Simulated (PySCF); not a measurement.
C4H8F2O3S.
Atom-mapped SMILES: `[CH3:1][CH2:2][S:3](=[O:4])(=[O:5])[CH2:6][O:7][CH:8]([F:9])[F:10]` (hydrogens: H11, H12, H13 on C1; H14, H15 on C2; H16, H17 on C6; H18 on C8)

The geometry is computed with GFN2-xTB (gas phase).

Give the optimised bond lengths and angles.

```csv
bond,length (Å),order
C1–C2,1.513,single
C2–S3,1.817,single
"S3=O4, S3=O5",1.436,double
S3–C6,1.859,single
C6–O7,1.401,single
O7–C8,1.361,single
"C8–F9, C8–F10",1.348,single
"C1–H11, C1–H12, C1–H13",1.088,single
"C2–H14, C2–H15",1.085,single
"C6–H16, C6–H17",1.090,single
C8–H18,1.101,single
```

Bonds in one row agree within 0.01 Å and their mean is given. Orders are formal, as drawn. A selection of angles:
```csv
angle,degrees
C2–C1–H11,109.6
C2–C1–H12,110.9
H11–C1–H12,109.1
C1–C2–S3,106.6
C1–C2–H14,112.7
C1–C2–H15,112.4
S3–C2–H14,106.2
S3–C2–H15,107.4
H14–C2–H15,111.2
C2–S3–O4,110.1
C2–S3–C6,105.7
O4–S3–O5,117.6
O4–S3–C6,106.2
O5–S3–C6,106.9
S3–C6–O7,110.3
S3–C6–H16,107.0
S3–C6–H17,108.7
O7–C6–H16,112.9
O7–C6–H17,107.0
H16–C6–H17,110.9
C6–O7–C8,117.3
O7–C8–F9,108.6
O7–C8–H18,115.1
F9–C8–F10,105.4
F9–C8–H18,109.3
F10–C8–H18,108.1
```

Dihedral angles: C1–C2–S3–O4 68° (synclinal); C2–S3–C6–O7 -51° (synclinal); S3–C6–O7–C8 -63° (synclinal); C6–O7–C8–F9 -136° (anticlinal). The mirror-image conformer, all signs reversed, is as good.

S3 (sulfonyl sulfur) is distorted tetrahedral (angles from 105.7° to 117.6°). The 2 C–S bonds span 1.817 Å (C2–S3, drawn single) to 1.859 Å (S3–C6, drawn single), a spread of 0.042 Å. Of the pairs four or more bonds apart, O4···H18 is among the closest relative to their van der Waals radii: 2.38 Å, 87 % of the sum of Bondi's values. O7 (ether oxygen) is bent (angle 117.3°). The C–O distances run from 1.361 Å (O7–C8, drawn single) to 1.401 Å (C6–O7, drawn single), a spread of 0.040 Å.

Point group: C1 (no symmetry element, even within 0.4 Å). Whether it is a minimum is left open (no frequencies). One conformer, not necessarily the lowest.
